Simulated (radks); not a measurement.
Species: Be+. Configuration: [He] 2s1. All-electron calculation, scalar-relativistic Kohn-Sham, PBEsol, spin-polarised, spherical densities, finite nucleus; open shells are filled with parallel spins first; Fermi nuclear charge, rms radius 2.519 fm. Program: a radial shooting solver on a logarithmic mesh with Libxc functionals.

Normalised radial functions P(r) = r R(r), r in bohr:

| r | 1s up | 2s up |
|---|---|---|
| 0.01259 | 0.1754 | 0.0411 |
| 0.01537 | 0.2119 | 0.0497 |
| 0.01893 | 0.2571 | 0.0603 |
| 0.02312 | 0.3088 | 0.0724 |
| 0.02846 | 0.3722 | 0.0872 |
| 0.03477 | 0.4432 | 0.1038 |
| 0.0428 | 0.5285 | 0.1237 |
| 0.05228 | 0.6215 | 0.1453 |
| 0.06437 | 0.7294 | 0.1701 |
| 0.07862 | 0.8420 | 0.1958 |
| 0.0968 | 0.9650 | 0.2233 |
| 0.1182 | 1.0837 | 0.2490 |
| 0.1456 | 1.1996 | 0.2722 |
| 0.1778 | 1.2938 | 0.2881 |
| 0.2172 | 1.3598 | 0.2935 |
| 0.2674 | 1.3853 | 0.2828 |
| 0.3266 | 1.3576 | 0.2515 |
| 0.4021 | 1.2676 | 0.1921 |
| 0.4911 | 1.1233 | 0.1058 |
| 0.6046 | 0.9249 | -0.0144 |
| 0.7385 | 0.7089 | -0.1546 |
| 0.9093 | 0.4867 | -0.3149 |
| 1.111 | 0.3023 | -0.4674 |
| 1.367 | 0.1608 | -0.6044 |
| 1.67 | 0.0745 | -0.6856 |
| 2.056 | 0.0271 | -0.6918 |
| 2.511 | 0.0080 | -0.6147 |
| 3.068 | 0.0017 | -0.4752 |
| 3.777 | 0.0002 | -0.3093 |
| 4.613 | 0.0000 | -0.1719 |
| 5.68 | 0.0000 | -0.0749 |
| 6.937 | 0.0000 | -0.0260 |

1s up: eigenvalue -116.97 eV, 0 radial nodes, <r> = 0.421 bohr, 90 % of the charge inside 0.759 bohr. 2s up: eigenvalue -14.343 eV, 1 radial node at r = 0.591 bohr, <r> = 2.26 bohr, 90 % of the charge inside 3.49 bohr.
